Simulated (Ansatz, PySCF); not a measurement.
Al(NHMe)(OH)2 (CH6AlNO2), SMILES C[NH][Al]([OH])[OH]. Atoms are numbered in the order given.

```xyz
11

Al    -0.0668     0.0514     0.5181
N      0.4889    -0.6094    -1.0281
C      0.1994    -0.0803    -2.3509
H      1.0720    -1.4404    -1.0646
H     -0.3469    -0.8005    -2.9907
H      1.1119     0.2192    -2.9022
H     -0.4330     0.8168    -2.2645
O     -1.0386     1.4476     0.4518
H     -1.3952     1.8906     1.2257
O      0.3141    -0.6251     2.0346
H      0.8471    -1.4032     2.2113
```
Charge 0, spin multiplicity 1.

Geometry: B3LYP-D3(BJ)/def2-SVP. The structure was generated by enumeration; whether it is a known compound was not checked. Other conformers were not sampled.

Two levels are set side by side: PBE-D3(BJ)/def2-SVP (Ansatz, a first-principles code) and B3LYP-D3(BJ)/def2-SVP (Ansatz). Each level has its own optimised geometry; the coordinates shown are those of the second. Frequencies come from the Hessian of PySCF at each geometry. Differences are taken from unrounded values.

| quantity | B3LYP-D3(BJ) |
|---|---|
| mean bond length (Å) | 1.288 |
| bond Al1–N2 (Å) | 1.771 |
| bond Al1–O8 (Å) | 1.702 |
| bond Al1–O10 (Å) | 1.704 |
| bond N2–C3 (Å) | 1.454 |
| bond N2–H4 (Å) | 1.016 |
| bond C3–H5 (Å) | 1.107 |
| bond C3–H6 (Å) | 1.107 |
| bond C3–H7 (Å) | 1.101 |
| bond O8–H9 (Å) | 0.960 |
| bond O10–H11 (Å) | 0.960 |
| highest harmonic wavenumber (cm⁻¹) | 3944 |
| mean harmonic wavenumber (cm⁻¹) | 1317 |
| zero-point energy (kcal/mol) | 50.82 |

**Question.** What does PBE-D3(BJ) give, and how far is it from B3LYP-D3(BJ)? (Estimate from the structure and the level; the computed values follow.)

**Answer.** 
```csv
quantity,PBE-D3(BJ),PBE-D3(BJ) minus B3LYP-D3(BJ)
mean bond length (Å),1.297,0.009
bond Al1–N2 (Å),1.782,0.011
bond Al1–O8 (Å),1.717,0.015
bond Al1–O10 (Å),1.719,0.015
bond N2–C3 (Å),1.454,0.001
bond N2–H4 (Å),1.023,0.007
bond C3–H5 (Å),1.116,0.008
bond C3–H6 (Å),1.116,0.008
bond C3–H7 (Å),1.109,0.008
bond O8–H9 (Å),0.969,0.009
bond O10–H11 (Å),0.968,0.009
highest harmonic wavenumber (cm⁻¹),3832,-112
mean harmonic wavenumber (cm⁻¹),1282,-35
zero-point energy (kcal/mol),49.48,-1.34
```

Exact exchange shortens and stiffens bonds; PBE has none. Differences between two approximate levels are no errors against the true value.
